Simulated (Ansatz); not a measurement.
Ansatz (a program for electronic structure) input (RI-MP2/cc-pV(Q+d)Z):
A basis named .json is the Basis Set Exchange file of that set.

Ansatz 0.2 input:
```yaml
crystal:
  periodic: [false, false, false]
  atoms:
    - {symbol: C, position_ang: [-2.18568327, -0.67152098, 0.33142705]}
    - {symbol: C, position_ang: [-1.89511966, 0.78299962, -0.03500248]}
    - {symbol: C, position_ang: [-0.44680375, 1.17112173, 0.30208764]}
    - {symbol: C, position_ang: [0.49618287, 0.19737720, -0.38604244]}
    - {symbol: C, position_ang: [0.25540963, -1.26240188, -0.00876345]}
    - {symbol: C, position_ang: [-1.20049614, -1.62362237, -0.34370388]}
    - {symbol: S, position_ang: [2.29606510, 0.57365878, -0.01264577]}
    - {symbol: H, position_ang: [-2.12895925, -0.79448224, 1.41755579]}
    - {symbol: H, position_ang: [-3.20509514, -0.92865547, 0.04276610]}
    - {symbol: H, position_ang: [-2.07032284, 0.94041247, -1.10326611]}
    - {symbol: H, position_ang: [-2.56613419, 1.45998009, 0.49445268]}
    - {symbol: H, position_ang: [-0.24576076, 2.19753003, -0.01157680]}
    - {symbol: H, position_ang: [-0.29886441, 1.11756157, 1.38529898]}
    - {symbol: H, position_ang: [0.47728639, 0.32084260, -1.47231402]}
    - {symbol: H, position_ang: [0.94404286, -1.92319229, -0.53796498]}
    - {symbol: H, position_ang: [0.42197224, -1.39452759, 1.06509435]}
    - {symbol: H, position_ang: [-1.33636074, -1.59397976, -1.42872252]}
    - {symbol: H, position_ang: [-1.37935492, -2.65357035, -0.03412475]}
    - {symbol: H, position_ang: [2.22322429, 0.58716659, 1.33680516]}
    - {symbol: H, position_ang: [2.28634654, 1.92265427, -0.11168588]}
basis:
  gaussian:
    orbitals: cc-pV_Q+d_Z.json
    fitting: {mean_field: def2-universal-jkfit, correlation: cc-pVQZ-RIFIT.json}
total_charge: 1
magnetization: {spin_polarized: false}
correlation: {method: mp2, electrons: outside_noble_gas}
```

Output:

```
Functional definition: HF
integrals: 2.80 GiB planned
812 factors; integrals over basis functions are off by at most 5.5e0 eV
2.64 GiB of device memory are held for the factors and their scratch space
mean field: 5.60 GiB planned
mean field evaluation 1: about -17191.6738 eV, gradient 6.3e1 eV
mean field evaluation 2: about -17198.8088 eV, gradient 3.8e1 eV
mean field evaluation 4: about -17202.4457 eV, gradient 1.5e0 eV
mean field evaluation 8: about -17202.4549 eV, gradient 1.2e-6 eV
mean field -17202.45490794 eV, -632.1785576240 hartree, gradient 1.2e-6 eV, S^2 0.000000; 0 other end points of the search recorded, 0 dependent functions left out
11 core orbitals not correlated
1665 factors; their error is unknown
reference -17202.45490794 eV, -632.1785576240 hartree; 21, 21 occupied and 752, 752 virtual orbitals, 1665 factors
second order -34.98536595 eV of doubles, -0.00000000 eV of singles
Total energy: -17237.44027389 eV, -633.4642461089 hartree
```

It need not be the lowest isomer of its formula.
